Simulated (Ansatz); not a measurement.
Reaction (ligand exchange at a Ge–O bond): `FB[O][GeH3]` + `N[SiH2]S` → `N[SiH2][S][GeH3]` + `OBF`

Computed with Ansatz on PBE0-D4/def2-TZVP structures; ΔE is electronic, products minus reactants. CBS: MP2 limit from def2 TZ/QZ plus the TZ coupled-cluster correction, frozen cores. This one scheme is used for every species. Functionals use def2-TZVPP. B3LYP here is the variant with VWN-RPA as its local correlation; programs differ in this. HSE06 is defined as in plane-wave codes. For Ge outer-core shells are correlated without core-valence functions, which leaves a few kJ/mol of doubt a bond. Scalar relativity is left out up to krypton. Each species was taken in one conformer, which may not be the lowest.

`FB[O][GeH3]`:

Z-matrix (Å, degrees):
```
Ge
O 1 1.794
H 1 1.535 2 108.4
H 1 1.532 2 105.8 3 120.5
H 1 1.532 2 105.8 3 -120.5
B 2 1.337 1 127.1 3 0.5
F 6 1.328 2 118.4 1 179.8
H 6 1.202 2 123.7 1 -0.2
```

`N[SiH2]S`:

```xyz
8

N     1.397   -0.289   -0.103
Si   -0.287   -0.323    0.165
S    -1.264    1.367   -0.737
H     1.806   -0.838   -0.840
H     1.959    0.513    0.127
H    -0.629   -0.264    1.609
H    -0.758   -1.603   -0.420
H    -2.225    1.438    0.199
```

`N[SiH2][S][GeH3]`:

```xyz
11

N    -2.074    1.510   -0.175
Si   -0.848    0.343   -0.407
S     0.979    0.834    0.609
Ge    1.924   -1.172    0.450
H    -2.454    1.671    0.744
H    -2.059    2.360   -0.715
H    -1.311   -0.970    0.115
H    -0.591    0.255   -1.865
H     1.703   -1.736   -0.964
H     3.419   -0.969    0.720
H     1.311   -2.126    1.487
```

`OBF`:

Z-matrix (Å, degrees):
```
B
O 1 1.344
F 1 1.332 2 120.3
H 1 1.192 2 120.1 3 -180.0
H 2 0.963 1 113.4 3 -0.0
```

```
             level  ΔE (kcal/mol)  difference from CCSD(T)/CBS
         r2SCAN-D4           -7.1                         -0.2
        r2SCANh-D4           -7.3                         -0.4
          HSE06-D4           -8.7                         -1.8
          BHLYP-D4           -6.0                          0.9
      CAM-B3LYP-D4           -4.7                          2.2
               PBE           -7.8                         -0.9
            r2SCAN           -6.9                          0.0
             B3LYP           -4.8                          2.1
           r2SCANh           -7.0                         -0.1
RPA@PBE/def2-TZVPP           -4.7                          2.2
       HF/def2-SVP           -4.0                          2.9
      MP2/def2-SVP           -6.4                          0.5
     CCSD/def2-SVP           -5.4                          1.5
    MP2/def2-TZVPP           -6.9                          0.0
   CCSD/def2-TZVPP           -5.3                          1.6
     MP2/CBS(def2)           -8.0                         -1.1
       CCSD(T)/CBS           -6.9                            0
```

Largest T1 diagnostic among the species: 0.013.

At CCSD(T), def2-SVP lies +1.2 kcal/mol from the extrapolated value and def2-TZVPP +1.1 kcal/mol. In def2-TZVPP, CCSD(T) changes the Hartree–Fock value by −3.1 kcal/mol (the triples alone add −0.6 kcal/mol) and MP2 by −4.1 kcal/mol. Leaving LDA and LC-ωPBE aside and taking each functional with its dispersion term where it has one, the values, not all of them listed here, spread over 4.0 kcal/mol, from revPBE-D4 to CAM-B3LYP-D4.
